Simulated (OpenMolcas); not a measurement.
A calculation on Pm+.

| Item | Value |
| --- | --- |
| Program | OpenMolcas |
| Method | SS-CASPT2, IPEA 0.25 Eh, imaginary shift 0.1 Eh (closed shells correlated: 5s 5p) |
| Basis | ANO-RCC-VTZP [8s7p5d3f2g1h] |
| Scalar Hamiltonian | DKH2, point nucleus |
| Active space | 6 electrons in 8 orbitals (4f 6s) |
| State averaging | 2S+1 = 7 odd, 21 roots; 2S+1 = 5 odd, 129 roots kept (CI in the orbitals of an earlier block); 2S+1 = 3 odd, 143 roots kept (CI in the orbitals of an earlier block, 131 in the spin-orbit step); 2S+1 = 1 odd, 56 roots kept (CI in the orbitals of an earlier block, 17 in the spin-orbit step) |
| Spin-orbit coupling | RASSI with atomic mean-field integrals over the reference wave functions, term energies averaged over their components |

Question: Which level of the active space comes out lowest?

Answer: 4f⁵ 6s ⁷H°₂, with 97 % of that term; it is also the measured ground level.

Question: How high does 4f⁵ 6s ⁷F°₂ lie?

Answer: 5970 cm⁻¹ above the lowest level; measured 5632 cm⁻¹ above the ground level, so the calculation is off by +6 %.

Question: How high does 4f⁵ 6s ⁵H°₃(1) lie?

Answer: 1418 cm⁻¹ above the lowest level; measured 1603 cm⁻¹ above the ground level, so the calculation is off by -12 %.

Question: How high does 4f⁵ 6s ⁷F°₀ lie?

Answer: 5610 cm⁻¹ above the lowest level; measured 5281 cm⁻¹ above the ground level, so the calculation is off by +6 %.

Question: The level at 425 cm⁻¹ has J = 3. What is it made of, and what is its g factor?

Answer: 80 % 4f⁵ 6s ⁷H°₃, 18 % 4f⁵ 6s ⁵H°(1); g = 0.709, against 0.749 from Landé's formula for the pure leading term.

Measured values: NIST Handbook of Basic Atomic Spectroscopic Data.

CASPT2 does not keep the components of a term degenerate, so their means are used; among the terms shown or strongly mixed into the levels shown the widest spread is 410 cm-1 (4f⁵ 6s ⁷H°). High states are left out of the spin-orbit mixing, which shifts the levels that they would mix with. Terms from blocks run as CI alone lack orbitals of their own. Measured partners are found by configuration, term and J. A level has none where our copy of the source lacks it or the pairing is in doubt (some pairs that miss far off the trend of their configuration count as doubtful), and it then counts in no deviation. Levels of configurations outside the active space are missing.

A number in round brackets counts repeated terms of one configuration in the order of the reference energies. ° marks odd parity.
